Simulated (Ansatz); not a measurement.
```yaml
crystal:
  periodic: [false, false, false]
  atoms:
    - {symbol: Cu, position_ang: [0.160789, 0.055355, -1.014432]}
    - {symbol: As, position_ang: [0.151772, 0.039804, 1.298392]}
    - {symbol: H, position_ang: [-0.889725, 0.831528, 2.065810]}
    - {symbol: H, position_ang: [1.362900, 0.562711, 2.044939]}
    - {symbol: H, position_ang: [0.002133, -1.252919, 2.077671]}
    - {symbol: S, position_ang: [0.235743, 0.126822, -3.173339]}
    - {symbol: H, position_ang: [-1.023613, -0.363300, -3.299051]}
basis:
  gaussian: {orbitals: def2-TZVP, fitting: {mean_field: cc-pVTZ-jkfit}}
total_charge: -2
magnetization: {spin_polarized: true, initial_magnetization: 0}
hamiltonian: {xc: {name: BHLYP}, dispersion: d4}
```

```sh
$ ansatz run in.yaml --threads 4 --pin off --events-out ev --progress --plain --max-ram 3916MiB
```

(1) Predict how Ansatz answers.

Answers

(1) The input was rejected before any iteration.
```
Functional definition: BHLYP
Error: [file] the basis set cc-pVTZ-JKFIT has no functions for Cu
```
